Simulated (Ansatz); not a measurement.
`C1[SiH2][Te]1`. The species carries charge 0 and has multiplicity 1. Te: def2 effective core potential.

```xyz
7

C     0.132    0.256    0.887
Si    0.088   -0.247   -0.882
Te   -2.008    0.021    0.322
H     0.359    1.283    1.151
H     0.420   -0.465    1.645
H     0.546   -1.611   -1.226
H     0.463    0.762   -1.898
```

Q: What are the harmonic wavenumbers in cm⁻¹ at PBE0-D4/def2-TZVP (Ansatz, finite differences of forces, unscaled)? (Best estimate.)

A: Computed: 359, 434, 508, 513, 663, 761, 765, 876, 919, 949, 1395, 2247, 2266, 3145, 3235.

Q: Is this a minimum?

A: Yes, all 15 modes are real.

Q: Give the ideal-gas thermochemistry at 298.15 K and 1 bar (rigid rotor, harmonic oscillator; point group Cs, symmetry number 1).

A: Zero-point energy 113.9 kJ/mol; H(298) − E = 127.8 kJ/mol; entropy 299.1 J/(mol·K), of which translation 173.0, rotation 107.3, vibration 18.8; G(298) − E = 38.6 kJ/mol.

Q: Rotational constants (cm⁻¹)?

A: 0.4275, 0.09725, 0.08291.
